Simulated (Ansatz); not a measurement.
Reaction (germylene formation by 1,1-elimination): `[OH][GeH]([Cl])[GeH3]` → `[Cl][GeH]` + `[OH][GeH3]`

Isolated molecules relaxed with PBE0-D4/def2-TZVP in Ansatz; ΔE leaves out vibrations. CBS: MP2 limit from def2 TZ/QZ plus the TZ coupled-cluster correction, frozen cores. DFT in def2-TZVPP. For Ge outer-core shells are correlated without core-valence functions, which leaves a few kJ/mol of doubt a bond. Scalar relativity is left out up to krypton. One conformer a species, not always the lowest.

```tsv
level	ΔE (kJ/mol)	difference from CCSD(T)/CBS
LDA (SPW92)	190.6	30.5
B97M-V	158.3	-1.8
BHLYP-D4	156.8	-3.3
ωB97X-V	165.7	5.6
ωB97M-V	151.9	-8.2
B2PLYP	148.4	-11.7
PBE-QIDH	179.7	19.6
BLYP	113.1	-47.0
r2SCAN	170.7	10.6
PBE0	161.7	1.6
BHLYP	142.5	-17.6
HF/def2-SVP	134.8	-25.3
CCSD/def2-SVP	151.2	-8.9
HF/def2-TZVPP	131.1	-29.0
MP2/CBS(def2)	173.3	13.2
CCSD/CBS(def2)	155.9	-4.2
CCSD(T)/CBS	160.1	0
```

Largest T1 diagnostic among the species: 0.013.

Leaving LDA and LC-ωPBE aside and taking each functional with its dispersion term where it has one, the values, not all of them listed here, spread over 48.6 kJ/mol, from BLYP-D4 to PBE-QIDH. LDA lies +41.0 kJ/mol from PBE without D4. From PBE to PBE0 (25 % exact exchange), in def2-TZVPP and without D4, ΔE moves by +12.0 kJ/mol.

CCSD(T)/CBS has its own doubt, a few kJ/mol and more with outer-core shells, so smaller differences from it don't rank the levels.
